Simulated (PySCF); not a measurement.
**How exact exchange moves a shielding**

Molecule: SMILES [SiH](C)([SiH3])[SiH3], CH10Si3.

Bonds (- single, = double, # triple, : aromatic): C1-Si2 1.891 Å, Si2-Si3 2.346 Å, Si2-Si4 2.347 Å. C1 carries H5, H6, H7; Si2 carries H8; Si3 carries H9, H10, H11; Si4 carries H12, H13, H14.

GIAO shieldings (ppm, equivalent atoms averaged) in PySCF on the PBE0-D3(BJ)/def2-SVP geometry, basis pcSseg-1, gas phase, non-relativistic:

| functional | exact exchange (%) | σ(Si3/Si4) |
| --- | --- | --- |
| BLYP | 0 | 429.3 |
| BP86 | 0 | 439.8 |
| PBE | 0 | 442.3 |
| B3LYP | 20 | 440.2 |
| PBE0 | 25 | 454.9 |
| BHandHLYP | 50 | 456.0 |
| HF | 100 | 483.7 |

**Question.** Fit each shielding as a line in the percentage of exact exchange.

**Answer.** σ(Si3/Si4) = 436.7 + 0.46 x (rms 5.2 ppm). The functionals also differ in their semilocal parts, which the line can't hold; Hartree–Fock has no correlation at all.

**Question.** What does the line predict for mPW1PW91 (25 %), and what does the run give?

**Answer.** σ(Si3/Si4): 448.2 predicted, 451.6 computed ppm.
